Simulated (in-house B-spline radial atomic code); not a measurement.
Inner-shell binding energies (edges) and X-ray emission energies of free atoms and ions, as differences of relaxed hole-state energies with first-order Breit, QED and recoil terms, without correlation or multiplet splittings, in NIST's listed ground configurations. For neutral atoms such line energies lie within some 1 to 5 eV of tabulated X-ray lines (up to 20 eV for the heaviest). K = 1s, L1 = 2s, M5 = 3d5/2. A dash marks a subshell that is part filled or wasn't run, or a line left out. Computed with an all-electron radial atomic-structure program (B-spline basis): Dirac-Hartree-Fock, average of the configuration, finite nuclei.

```tsv
ion	configuration	K edge (eV)	L1 edge (eV)	M5 edge (eV)
Ga	[Ar] 3d10 4s2 4p1	10375.8	1313.64	24.819
Ge+	[Ar] 3d10 4s2 4p1	?	?	?
As2+	[Ar] 3d10 4s2 4p1	11898.9	1568.1	71.868
Se3+	[Ar] 3d10 4s2 4p1	?	?	?
Br4+	[Ar] 3d10 4s2 4p1	13541.7	1855.22	133.76
Kr5+	[Ar] 3d10 4s2 4p1	14407.9	2010.65	169.82
Rb6+	[Ar] 3d10 4s2 4p1	15304.1	2173.92	209.16
Sr7+	[Ar] 3d10 4s2 4p1	16230.4	2345.02	251.73
```

Fill in the row of Ge+.

K edge (eV): 11122.3; L1 edge (eV): 1436.65; M5 edge (eV): 46.328.

Fill in the row of Se3+.

K edge (eV): 12705.3; L1 edge (eV): 1707.68; M5 edge (eV): 101.08.
